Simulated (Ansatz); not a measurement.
C$_{7}$H$_{12}$, SMILES `CC1=C(C)CCC1`, relaxed with RKS PBE0-D4/def2-TZVP in Ansatz from a PBE-D4/def2-SVP geometry. The force threshold is 0.005 eV/Å; the program also tests the step.

Charge 0, multiplicity 1.

Start:

```xyz
19

C    -1.214    0.075   -1.825
C    -0.557   -0.104   -0.492
C     0.630    0.403   -0.065
C     1.587    1.277   -0.812
C     0.885    0.037    1.385
C    -0.135   -1.089    1.664
C    -1.246   -0.879    0.614
H    -2.194    0.591   -1.720
H    -1.434   -0.906   -2.299
H    -0.597    0.663   -2.531
H     2.602    0.825   -0.843
H     1.705    2.261   -0.307
H     1.268    1.470   -1.854
H     1.936   -0.273    1.572
H     0.713    0.928    2.037
H    -0.510   -1.094    2.707
H     0.351   -2.071    1.489
H    -2.098   -0.281    1.021
H    -1.693   -1.833    0.257
```

| step | energy (eV) | largest force (eV/Å) | largest move (Å) |
| --- | --- | --- | --- |
| 1 | -7448.6621 | 0.728 | 0.000 |
| 2 | -7448.7393 | 0.183 | 0.028 |
| 3 | -7448.7459 | 0.013 | 0.012 |
| 4 | -7448.7460 | 0.040 | 0.016 |
| 5 | -7448.7461 | 0.015 | 0.008 |
| 6 | -7448.7462 | 0.004 | 0.007 |

End:

```xyz
19

C    -1.203    0.077   -1.809
C    -0.547   -0.100   -0.487
C     0.618    0.400   -0.065
C     1.571    1.268   -0.806
C     0.883    0.034    1.370
C    -0.141   -1.070    1.658
C    -1.236   -0.875    0.604
H    -2.181    0.559   -1.697
H    -1.388   -0.892   -2.286
H    -0.609    0.681   -2.496
H     2.562    0.804   -0.857
H     1.704    2.226   -0.291
H     1.245    1.478   -1.825
H     1.914   -0.293    1.537
H     0.733    0.912    2.015
H    -0.521   -1.046    2.681
H     0.331   -2.045    1.511
H    -2.086   -0.298    0.995
H    -1.651   -1.823    0.247
```

Run time 38 s (2 threads of an AMD EPYC 7R13 on a shared host and a share of an NVIDIA H100 80 GB); peak host memory 0.9 GiB.
